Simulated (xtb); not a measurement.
CH₅AlClN, SMILES [AlH]([NH]C)[Cl]. All values are semi-empirical tight-binding results from xtb (GFN2-xTB unless named), good for trends rather than for accurate numbers. Geometry optimised at GFN2-xTB. One conformer was computed; it need not be the lowest.

For metal compounds this method's bond lengths and energies can be far off.

Computed properties:
```
Item                                           Value
-------------------------------------  -------------
point group as xtb finds it                       Cs
orbital gap                                  3.96 eV
zero-point energy                      37.8 kcal/mol
G − E(el) at 298.15 K (modified RRHO)  18.7 kcal/mol
```
